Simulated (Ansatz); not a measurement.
Reaction (hydrogenolysis of a B–C bond): `CB(N)O[SiH3]` + H₂ → `NBO[SiH3]` + CH₄

Isolated molecules relaxed with PBE0-D4/def2-TZVP in Ansatz; ΔE leaves out vibrations. CBS: MP2 limit from def2 TZ/QZ plus the TZ coupled-cluster correction, frozen cores. This one scheme is used for every species. Functionals use def2-TZVPP. One conformer a species, not always the lowest.

```tsv
level	ΔE (kcal/mol)
BHLYP-D4	-7.2
LC-ωPBE	-6.9
CCSD/def2-SVP	-8.0
MP2/def2-TZVPP	-5.3
```

Problem. What does CCSD(T)/CBS give? (Best estimate.)

Solution. Ansatz gave: -5.7 kcal/mol. The listed levels differ from it by -1.5, -1.2, -2.3, 0.4 kcal/mol.

Problem. What do rigid-rotor, harmonic-oscillator terms from PBE0-D4/def2-TZVP frequencies (298.15 K, 1 bar) make of the CCSD(T)/CBS value? (An estimate is asked.)

Solution. The calculation gave: ΔZPE = +4.0 kcal/mol, ΔH = -2.3 kcal/mol, ΔS = 19 J/(mol·K), ΔG = -3.7 kcal/mol.

Largest T1 diagnostic among the species: 0.012.

Leaving LDA and LC-ωPBE aside and taking each functional with its dispersion term where it has one, the values, not all of them listed here, spread over 3.8 kcal/mol, from B2PLYP to revPBE-D4. LDA lies +2.6 kcal/mol from PBE without D4. The D4 term adds +2.6 kcal/mol with B3LYP and +1.4 kcal/mol with PBE0; it sums over pairs of atoms, weighted by their polarisabilities, and B3LYP, whose exchange is more repulsive, gets the larger term.

B3LYP here is the variant with VWN-RPA as its local correlation; programs differ in this.
